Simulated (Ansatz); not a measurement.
Born–Oppenheimer molecular dynamics of CH₆ClSn (9 atoms, charge 0, multiplicity 2). It starts at the highest image of a converged band. Of that band: A vibrational analysis at the climbing image gives one clearly imaginary mode, 350i cm⁻¹, and a faint second one (27i cm⁻¹) that may be numerical noise or a soft torsion: probably a first-order saddle point.

Method: Ansatz 0.2.0, UKS r2SCAN-D4/def2-SVP.

```yaml
ensemble: NVE (velocity Verlet)
time_step: 0.5 fs
steps_asked: 200
starting_velocities_drawn_for: 300 K
seed: 8774
```

First frame:

```xyz
9
Properties=species:S:1:pos:R:3
Sn 0.000 0.000 0.026
Cl 0.000 0.000 2.706
H 1.627 0.000 -0.533
H -0.813 1.409 -0.533
H -0.813 -1.409 -0.533
C 0.000 0.000 4.775
H -0.574 -0.895 5.028
H 1.062 -0.050 5.028
H -0.488 0.945 5.028
```

(1) How far do the bonds stretch over the last three quarters of this one trajectory? (Pairs bonded in most of those frames.)

Answers

(1) 
| bond | mean (Å) | spread (Å) | shortest | longest |
| --- | --- | --- | --- | --- |
| Sn1–Cl2 | 2.369 | 0.140 | 2.17 | 2.61 |
| Sn1–H3 | 1.710 | 0.012 | 1.69 | 1.73 |
| Sn1–H4 | 1.716 | 0.044 | 1.64 | 1.78 |
| Sn1–H5 | 1.711 | 0.023 | 1.67 | 1.75 |
| C6–H7 | 1.095 | 0.031 | 1.05 | 1.14 |
| C6–H8 | 1.091 | 0.024 | 1.05 | 1.13 |
| C6–H9 | 1.091 | 0.006 | 1.08 | 1.10 |

Mean temperature of the second half: 700 K. The conserved energy stayed within 0.18 meV per atom of its start (net change 0.082 meV per atom), so the integration is sound. The system heated up, since it started high on the potential surface and ran downhill. A run of 0.1 ps of so small a system gives no equilibrium averages.

Time of the run: 8.2 min on 4 threads of Arm Neoverse V1, on a shared host, peak memory 0.21 GiB.
